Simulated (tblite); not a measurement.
Isomers of C5H4F3 (doublet state). Level: GFN2-xTB in tblite, geometry and Hessian alike; calculated harmonic values, unscaled, isolated species. Against measured fundamentals such values can be off by several per cent, at times by over 20. One conformer each. Open shells enter through the occupations alone, without spin polarisation, and single modes of such species can be off by tens of per cent.

Electronic energies: GFN2-xTB at the same geometries; isomer energies are rough at this level and their order can be wrong.

```
                SMILES  electronic energy, lowest = 0 (kcal/mol)
[H]/[C]=C\C(F)=C(/F)CF                                       9.6
  C#C[C@@H](F)[C](F)CF                                       6.5
 FC(F)(F)[C@H]1[C]=CC1                                       0.0
```

Question: How do GFN2-xTB zero-point energies change the relative energies?

Answer: 
```tsv
SMILES	ZPE (kcal/mol)	of it from modes above 1550 cm⁻¹	electronic (kcal/mol)	with ZPE, lowest = 0 (kcal/mol)	lowest mode (cm⁻¹)	rings
FC(F)(F)[C@H]1[C]=CC1	48.0	19.8	0.0	0.0	54	1
C#C[C@@H](F)[C](F)CF	45.9	20.7	6.5	4.4	29	0
[H]/[C]=C\C(F)=C(/F)CF	46.1	22.2	9.6	7.7	41	0
```

The zero-point energies span 2.1 kcal/mol, from `C#C[C@@H](F)[C](F)CF` to `FC(F)(F)[C@H]1[C]=CC1`. The order is unchanged.

Question: What do entropy and thermal enthalpy add at 298.15 K and 1 bar (rigid rotor, harmonic oscillator, one conformer each)?

Answer: 
| SMILES | point group | symmetry number | S (cal/(mol K)) | H − H(0) (kcal/mol) | ZPE + H − H(0) − TS (kcal/mol) |
| --- | --- | --- | --- | --- | --- |
| FC(F)(F)[C@H]1[C]=CC1 | C1 | 1 | 86.3 | 5.13 | 27.4 |
| C#C[C@@H](F)[C](F)CF | C1 | 1 | 97.5 | 6.28 | 23.1 |
| [H]/[C]=C\C(F)=C(/F)CF | C1 | 1 | 93.7 | 6.01 | 24.2 |

S holds R ln(2S + 1) for the spin.
